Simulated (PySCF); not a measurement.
Orbital energies, ionisation energy and electron affinity

BCl2H7Si4.
Atom-mapped SMILES: `[Cl:1][B:2]([Cl:3])[SiH:4]1[SiH2:5][SiH2:6][SiH2:7]1` (hydrogens: H8 on Si4; H9, H10 on Si5; H11, H12 on Si6; H13, H14 on Si7)

Cartesian coordinates in Å at the PBE0-D3(BJ)/def2-SVP level; atoms count from 1:
```xyz
14
BCl2H7Si4 angstrom
Cl    -3.8859    0.9064    0.1286
B     -2.1403    0.9290    0.2047
Cl    -1.3427    2.4669    0.5045
Si    -0.9953   -0.6981   -0.0366
Si     0.7347   -0.0977   -1.5412
Si     1.9922    0.7244    0.2867
Si     0.6478   -0.6443    1.6688
H     -1.7734   -1.9513   -0.2717
H      0.3870    0.8148   -2.6730
H      1.3898   -1.3316   -2.0807
H      3.4560    0.4163    0.2741
H      1.7929    2.1839    0.5288
H      1.2882   -1.9912    1.8051
H      0.2323   -0.1539    3.0186
```

Level: wB97X-D/def2-SVPD (PySCF). Frontier orbitals with their largest atomic shares (Löwdin; up to four atoms above 4 %):

```csv
orbital,ε (eV),main atoms
HOMO−3,-10.49,"Si4 20 %, Cl3 19 %, B2 12 %, H8 11 %"
HOMO−2,-9.65,"Si7 22 %, Si5 22 %, Si4 16 %, Si6 12 %"
HOMO−1,-9.44,"Si4 23 %, Si6 16 %, Si7 14 %, Si5 11 %"
HOMO,-9.39,?
LUMO,-0.51,"B2 41 %, Cl1 16 %, Cl3 14 %, Si4 12 %"
LUMO+1,0.56,"Si5 17 %, Si7 17 %, Si6 17 %, Si4 15 %"
LUMO+2,1.02,"Si5 18 %, Si7 18 %, Si6 15 %, Si4 14 %"
```

Task: What vertical ionisation energy does ΔSCF give, and how far is −ε(HOMO) from it?

Result: ΔSCF: 9.35 eV (903 kJ/mol; threshold wavelength 133 nm); ⟨S²⟩ of the doublet left behind is 0.761, against 0.75 for a pure doublet. −ε(HOMO) is 9.39 eV, 0.04 eV above it. In exact Kohn–Sham theory the two would be equal; wB97X-D (range-separated hybrid) comes within 0.04 eV of that here.

Task: On which atoms does the HOMO lie?

Result: Si6 (SiH2 silicon) 24 %, Si5 (SiH2 silicon) 22 %, Si7 (SiH2 silicon) 19 %, Si4 (SiH silicon) 18 %, so no atom holds as much as 40 %. The HOMO−1 lies 0.05 eV lower.

Task: And the vertical electron affinity, the fundamental gap, Mulliken's electronegativity and the hardness (with the factor ½)?

Result: EA = 0.70 eV by ΔSCF (−ε(LUMO) = 0.51 eV). IE − EA = 8.65 eV against an orbital gap of 8.88 eV; (IE + EA)/2 = 5.02 eV; (IE − EA)/2 = 4.33 eV. Parr's electrophilicity index (IE + EA)²/[8(IE − EA)] is 1.46 eV.

Task: With α = 159.6 au, estimate the like-pair dispersion coefficient by London's formula C6 = (3/4)α²I.

Result: I = 0.3437 Eh, so C6 ≈ 6570 au, a rough estimate.

Task: How many of the 10 lowest singlet excitations (vertical TDDFT, same level) lie below the ionisation energy?

Result: All 10; they run from 4.53 to 6.47 eV.

The structure is a single PBE0-D3(BJ)/def2-SVP conformer in the gas phase; no vibrational or solvent corrections.

These values come from a run that also computed excited states and ΔSCF ions. On one thread, Intel Xeon 6975P-C (x86_64), no GPU (shared host), this took 3.6 min and 1.1 GiB of memory at its peak.

wB97X-D is run here without its empirical dispersion term; that term would change no orbital, density or response property at a fixed geometry.
